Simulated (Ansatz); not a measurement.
C4H9NaO, singlet, at a GFN2-xTB geometry (such geometries of metal compounds can be far from the true shape). Base run: Ansatz (a program for electronic structure) with HF/6-31G*.

Here is a job for Ansatz.
Ansatz 0.2 input:
```yaml
crystal:
  periodic: [false, false, false]
  atoms:
    - {symbol: Na, position_ang: [1.41416953, 1.64452484, 0.99121953]}
    - {symbol: O, position_ang: [0.00638526, 0.48438095, 0.82645381]}
    - {symbol: C, position_ang: [-0.34210795, -0.36358128, -0.18034111]}
    - {symbol: C, position_ang: [0.75261015, -1.42345878, -0.42643827]}
    - {symbol: C, position_ang: [-1.65128625, -1.09921080, 0.19043998]}
    - {symbol: C, position_ang: [-0.57667651, 0.39883633, -1.50187583]}
    - {symbol: H, position_ang: [0.46412264, -2.11615523, -1.21272031]}
    - {symbol: H, position_ang: [0.92429880, -1.97817725, 0.49249473]}
    - {symbol: H, position_ang: [1.68367264, -0.92366625, -0.71262686]}
    - {symbol: H, position_ang: [-1.49879107, -1.65142879, 1.11299942]}
    - {symbol: H, position_ang: [-1.95379042, -1.78388005, -0.59743711]}
    - {symbol: H, position_ang: [-2.43541732, -0.36628070, 0.35593475]}
    - {symbol: H, position_ang: [0.34667865, 0.90926824, -1.79481754]}
    - {symbol: H, position_ang: [-1.35327420, 1.14432514, -1.35006294]}
    - {symbol: H, position_ang: [-0.87968312, -0.27433875, -2.29951818]}
basis:
  gaussian:
    orbitals: 6-31G*
hamiltonian:
  xc: hf
```

Each row names what was changed in the base input (with any setting that the change needs).

```tsv
change	basis functions	E (Eh)
base	112	-393.41110
basis = x2c-SVPall; relativity = none	130	-393.17942
basis = ANO-RCC-VDZP; relativity = spin-free X2C	133	-393.82892
basis = ANO-RCC-VDZP; relativity = spin-free X2C; nucleus = Gaussian	133	-393.82883
basis = cc-pVDZ-DK; relativity = none	133	-393.40359
basis = ANO-RCC-VDZP; relativity = none	133	-393.46043
basis = x2c-SVPall; relativity = spin-free X2C; nucleus = Gaussian	130	-393.51042
basis = cc-pVDZ-DK; relativity = spin-free X2C; nucleus = Gaussian	133	-393.75991
basis = cc-pVDZ-DK; relativity = spin-free X2C	133	-393.76000
basis = x2c-SVPall; relativity = spin-free X2C	130	-393.51050
```

Absolute energies of different levels of theory aren't comparable as measures of quality.

Ansatz warned in this series: the basis is contracted for relativity, which the run leaves out.

Basis sets contracted for a relativistic Hamiltonian are a mismatch without it, so the rows without relativity aren't non-relativistic limits. No row has spin-orbit coupling; sets with core potentials leave out the core electrons.
